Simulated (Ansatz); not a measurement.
GeH2Cl2, singlet: a relaxation.

in.yaml

```yaml
crystal:
  periodic: [false, false, false]
  atoms:
    - {symbol: Ge, position_ang: [0.527464, -0.091928, 1.026473]}
    - {symbol: Cl, position_ang: [2.087007, -0.425255, -0.471112]}
    - {symbol: Cl, position_ang: [-1.455470, -1.008568, -0.366854]}
    - {symbol: H, position_ang: [-0.936697, 0.362600, -0.314248]}
    - {symbol: H, position_ang: [-0.222303, 1.163051, 0.125641]}
basis:
  gaussian: {orbitals: def2-SVP}
hamiltonian: {xc: {name: revPBE}, dispersion: d4}
relax: {f_tol: 0.03, max_steps: 60, escape_saddle: true}
```

Launched with

```bash
ansatz run in.yaml --threads 2 --pin off --events-out ev --progress --plain --max-ram 4352MiB
```

Output of Ansatz 0.2.0:

```
Error: invalid value for `relax.escape_saddle`: a Gaussian basis doesn't support `true`; leave it out, and run phonons on the result
```

The run took about 0.05 s on 2 CPU threads of an AMD EPYC 7R43 (shared host).


The program refused the input.